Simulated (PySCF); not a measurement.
Br3Sn (SMILES [Br][Sn]([Br])[Br]), doublet, geometry from GFN2-xTB (such geometries of metal compounds can be far from the true shape) (the spin is typed, not shown lowest) (core potentials on Sn). Base run: PySCF with PBE/def2-SVP.

Input for PySCF:
```python
from pyscf import gto, scf, dft

mol = gto.Mole()
mol.atom = '''
    Sn   -0.30559618    0.27078947    0.55707516
    Br   -1.69678763   -1.64465708   -0.53914098
    Br    0.10094843    2.02068988   -1.33464601
    Br    2.03240517   -0.76287491    1.07796533
'''
mol.basis = 'def2-svp'
mol.ecp = {'Sn': 'def2-svp'}
mol.spin = 1
mol.verbose = 3
mol.build()

mf = dft.UKS(mol)
mf.xc = 'pbe'
mf.kernel()
mf.analyze()
```

The base run was repeated with changes; each row names its change, and settings that it needs were set with it.

```csv
change,ΔE vs base (mEh),dipole (D),outcome
base,0.000,1.99,converged
auxbasis = def2-universal-jfit,-0.333,1.99,converged
auxbasis = def2-svp-ri,-,-,stopped with an error
auxbasis = def2-tzvp-ri,-,-,stopped with an error
auxbasis = cc-pvtz-ri,-,-,stopped with an error
auxbasis = default (with mf = mf.density_fit()),-0.333,1.99,converged
auxbasis = even-tempered beta=3.0,-119.5,1.96,converged
auxbasis = cc-pvdz-jkfit,-,-,stopped with an error
auxbasis = cc-pvtz-jkfit,-,-,stopped with an error
auxbasis = even-tempered beta=1.6,-0.003,1.99,converged
```

A fitting set is made for a task (jfit for Coulomb, jkfit for Coulomb and exchange, ri for correlation) and for a family of orbital bases.

Open shells are given as the SCF converged; they aren't shown to be the lowest states, and a large step between rows can be another state.

- auxbasis = def2-svp-ri: ended with `pyscf.lib.exceptions.BasisNotFoundError: Basis set not found for Sn in def2-svp-ri`
- auxbasis = def2-tzvp-ri: ended with `pyscf.lib.exceptions.BasisNotFoundError: Basis set not found for Sn in def2-tzvp-ri`
- auxbasis = cc-pvtz-ri: ended with `pyscf.lib.exceptions.BasisNotFoundError: Basis set not found for Sn in cc-pvtz-ri`
